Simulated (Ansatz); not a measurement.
`[SiH3][O][GaH2]` + `N#CO` → `N#C[O][GaH2]` + `O[SiH3]`  (ligand exchange at a Ga–O bond)

Program: Ansatz. Geometries: PBE0-D4/def2-TZVP. ΔE: electronic, gas phase. CCSD(T)/CBS adds triple-zeta CCSD(T) − MP2 to the extrapolated MP2 energy (def2 sets, frozen cores). This one scheme is used for every species. Functionals use def2-TZVPP. HSE06 is defined as in plane-wave codes. For Ga outer-core shells are correlated without core-valence functions, which leaves a few kJ/mol of doubt a bond. Scalar relativity is left out up to krypton. One conformer a species, not always the lowest.

Question: Is it downhill or uphill in electronic energy at CCSD(T)/CBS, and by how much? (Best estimate.)

Answer: The calculation gave: Downhill: ΔE = -0.19 eV.

Question: What do these levels give: HSE06-D4, B2PLYP, r2SCANh, HSE06, CAM-B3LYP, LC-ωPBE? (Best estimate.)

Answer: The calculation gave: HSE06-D4 -0.21, B2PLYP -0.21, r2SCANh -0.22, HSE06 -0.22, CAM-B3LYP -0.22, LC-ωPBE -0.20 eV.

Largest T1 diagnostic among the species: 0.015.

At CCSD(T), def2-SVP lies +0.11 eV from the extrapolated value and def2-TZVPP +0.01 eV. Leaving LDA and LC-ωPBE aside and taking each functional with its dispersion term where it has one, the values, not all of them listed here, spread over 0.03 eV, from revPBE-D4 to B97M-V. LDA lies +0.04 eV from PBE without D4.
